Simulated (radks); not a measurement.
Problem. Spherical quantum dot in the effective-mass picture: electrons in a parabolic well V = omega^2 r^2 / 2 with omega = 0.0867, with a point charge +2 (a donor) at the centre, all in effective atomic units (hartree* = m*/eps^2 hartree, bohr* = eps/m* bohr), one dielectric constant everywhere. Calculated with a radial shooting solver with Libxc functionals: non-relativistic Kohn-Sham, exchange-only LDA, spin-polarised, spherical densities. Levels are named by radial order and angular momentum (1s, 1p, 1d, 2s, ...), and open shells are averaged over m. Results are scaled to m* = 0.027 and eps = 7.9, for which hartree* = 11.77 meV and bohr* = 15.48 nm. At N = 18 the configuration is 1s2 1p6 1d(up 5, down 3) 2s2. Does electron 19 go into 1d down or 1f down or 1f up?

Solution. Into 1d down. The total energies of the other choices lie higher by 0.230 meV (1f up), 0.353 meV (1f down).
